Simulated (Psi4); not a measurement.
C₃H₇O, charge +1, singlet, geometry from GFN2-xTB; Psi4 with MP2/6-31G*.

The Psi4 input:
```
memory 2 GB

molecule {
1 1
  O    -0.12196456   -0.11943116    1.32799784
  C    -0.00798184   -0.01099008    0.06880575
  C     0.07373480    1.28361169   -0.60229975
  C     0.04849087   -1.25339967   -0.69585394
  H    -0.32280816    2.10426178   -0.00494255
  H     0.33273813   -2.09663446   -0.06823236
  H    -0.40234208    1.26246429   -1.58195675
  H     1.13051027    1.50223461   -0.79778580
  H     0.69259699   -1.16845430   -1.56935464
  H    -0.95587967   -1.46687807   -1.07995797
  H    -0.18456204    0.70312382    1.85433503
}

set basis 6-31g*
set freeze_core true
set mp2_type conv
set scf_type pk
set puream true
set d_convergence 1e-8

energy('mp2')
print_variables()
```

It wrote (shortened):

```
   => Loading Basis Set <=

    Name: 6-31G*
    Role: ORBITAL
    Keyword: BASIS

         ---------------------------------------------------------
                                   SCF
               by Justin Turney, Rob Parrish, Andy Simmonett
                          and Daniel G. A. Smith
                              RHF Reference
         ---------------------------------------------------------

  ==> Geometry <==

    Molecular point group: c1
    Full point group: C1

    Geometry (in Angstrom), charge = 1, multiplicity = 1:

       Center              X                  Y                   Z               Mass
    ------------   -----------------  -----------------  -----------------  -----------------
         O           -0.117098114773    -0.105325475255     1.273539859427    15.994914619570
         C           -0.003115394773     0.003115604745     0.014347769427    12.000000000000
         C            0.078601245227     1.297717374745    -0.656757730573    12.000000000000
         C            0.053357315227    -1.239293985255    -0.750311920573    12.000000000000
         H           -0.317941714773     2.118367464745    -0.059400530573     1.007825032230
         H            0.337604575227    -2.082528775255    -0.122690340573     1.007825032230
         H           -0.397475634773     1.276569974745    -1.636414730573     1.007825032230
         H            1.135376715227     1.516340294745    -0.852243780573     1.007825032230
         H            0.697463435227    -1.154348615255    -1.623812620573     1.007825032230
         H           -0.951013224773    -1.452772385255    -1.134415950573     1.007825032230
         H           -0.179695594773     0.717229504745     1.799877049427     1.007825032230

  Running in c1 symmetry.

  Rotational constants: A =      0.32447  B =      0.28710  C =      0.16115 [cm^-1]
  Rotational constants: A =   9727.39557  B =   8606.99395  C =   4831.10383 [MHz]
  Nuclear repulsion =  129.223828156490583

  Charge       = 1
  Multiplicity = 1
  Electrons    = 32
  Nalpha       = 16
  Nbeta        = 16

  ==> Algorithm <==

  SCF Algorithm Type is PK.
  DIIS enabled.
  MOM disabled.
  Fractional occupation disabled.
  Guess Type is SAD.
  Energy threshold   = 1.00e-08
  Density threshold  = 1.00e-08
  Integral threshold = 1.00e-12

  ==> Primary Basis <==

  Basis Set: 6-31G*
    Blend: 6-31G*
    Number of shells: 38
    Number of basis functions: 70
    Number of Cartesian functions: 74
[...]
  @RHF Final Energy:  -192.28455233920511
    Total Energy =                       -192.2845523392051064
  DIE_IF_NOT_CONVERGED          => (empty)
[...]
  WRITER_FILE_LABEL             => (empty)
  ZORA_BASIS_TOLERANCE          => (empty)
  ZORA_NR_DEBUG                 => (empty)
  ZORA_PRUNING_SCHEME           => (empty)
  ZORA_RADIAL_POINTS            => (empty)
  ZORA_SPHERICAL_POINTS         => (empty)

 ==============================================================================
 ==============================================================================
 ==============================================================================

                             MP2
                    Program Written by Ugur Bozkaya,
              Additional Contributions by J. P. Misiewicz

 ==============================================================================
 ==============================================================================
 ==============================================================================

	MO spaces per irreps...

	IRREP   FC    OCC   VIR  FV
	==============================
	   A     4    12    54    0
	==============================

	Cost of iabc is     16 MB
	Cost of abcd is     64 MB
	Switching to the incore algorithm for iabc..
	Switching to the incore algorithm for abcd..

	Computing MP2 energy using SCF MOs (Canonical MP2)...
	==============================================================================
	Nuclear Repulsion Energy (a.u.)    :   129.22382815649058
	SCF Energy (a.u.)                  :  -192.28455233920511
	REF Energy (a.u.)                  :  -192.28455233920511
	Alpha-Alpha Contribution (a.u.)    :    -0.06716893591389
	Alpha-Beta Contribution (a.u.)     :    -0.41002213777811
	Beta-Beta Contribution (a.u.)      :    -0.06716893591389
	Scaled_SS Correlation Energy (a.u.):    -0.04477929060926
	Scaled_OS Correlation Energy (a.u.):    -0.49202656533373
	SCS-MP2 Total Energy (a.u.)        :  -192.82135819514809
	SOS-MP2 Total Energy (a.u.)        :  -192.77657890453884
	SCSN-MP2 Total Energy (a.u.)       :  -192.52098699362199
	SCS-MP2-VDW Total Energy (a.u.)    :  -192.87654961147499
	SOS-PI-MP2 Total Energy (a.u.)     :  -192.85858333209447
	MP2 Correlation Energy (a.u.)      :    -0.54436000960588
	MP2 Total Energy (a.u.)            :  -192.82891234881097
	==============================================================================

  Variable Map:
  ----------------------------------------------------------------------------
[...]
  Array Variable Map:
  ----------------------------------------------------------------------------
[...]
[...]
```
